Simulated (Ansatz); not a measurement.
`C[C@@H]1CC[C@@H](C)C1` at its PBE0-D4/def2-TZVP geometry, where that method's forces vanish. The species carries charge 0 and has multiplicity 1.

| atom | x (Å) | y (Å) | z (Å) |
| --- | --- | --- | --- |
| C1 | 1.004 | -0.074 | 2.382 |
| C2 | 0.886 | 0.007 | 0.872 |
| C3 | 0.488 | 1.386 | 0.342 |
| C4 | -0.057 | 1.087 | -1.044 |
| C5 | -0.913 | -0.162 | -0.828 |
| C6 | -1.186 | -0.960 | -2.088 |
| C7 | -0.164 | -0.949 | 0.269 |
| H8 | 1.750 | 0.629 | 2.763 |
| H9 | 1.294 | -1.076 | 2.708 |
| H10 | 0.047 | 0.166 | 2.855 |
| H11 | 1.862 | -0.240 | 0.438 |
| H12 | 1.319 | 2.096 | 0.348 |
| H13 | -0.306 | 1.807 | 0.971 |
| H14 | -0.619 | 1.913 | -1.487 |
| H15 | 0.771 | 0.853 | -1.726 |
| H16 | -1.874 | 0.169 | -0.415 |
| H17 | -1.706 | -0.358 | -2.838 |
| H18 | -0.249 | -1.311 | -2.531 |
| H19 | -1.804 | -1.838 | -1.880 |
| H20 | 0.313 | -1.841 | -0.149 |
| H21 | -0.858 | -1.302 | 1.038 |

(1) For each bond, give half the difference of the two atoms' forces along it (eV/Å; positive pushes the atoms apart) under PBE-D4, r2SCAN-D4, B3LYP-D4, ωB97M-V in def2-TZVPP. (Estimate.)

Answers

(1) Computed: 
```tsv
bond	length (Å)	PBE-D4	r2SCAN-D4	B3LYP-D4	ωB97M-V
C1–C2	1.516	-0.02	0.06	0.11	0.15
C1–H8	1.094	0.10	-0.03	-0.07	-0.08
C2–C7	1.543	0.04	0.10	0.14	0.08
C2–H11	1.097	0.11	-0.06	-0.14	-0.13
C3–C4	1.520	0.03	0.11	0.18	0.17
C3–H13	1.097	0.11	-0.04	-0.10	-0.10
C4–C5	1.530	0.06	0.10	0.14	0.09
C4–H14	1.093	0.07	-0.06	-0.13	-0.11
C4–H15	1.097	0.11	-0.04	-0.10	-0.10
C5–C6	1.516	-0.02	0.06	0.11	0.15
C5–C7	1.543	0.04	0.10	0.14	0.08
C6–H17	1.094	0.10	-0.03	-0.07	-0.08
C6–H19	1.093	0.10	-0.03	-0.07	-0.07
C7–H21	1.094	0.09	-0.06	-0.13	-0.09
```

B3LYP here is the variant with VWN-RPA as its local correlation; programs differ in this.
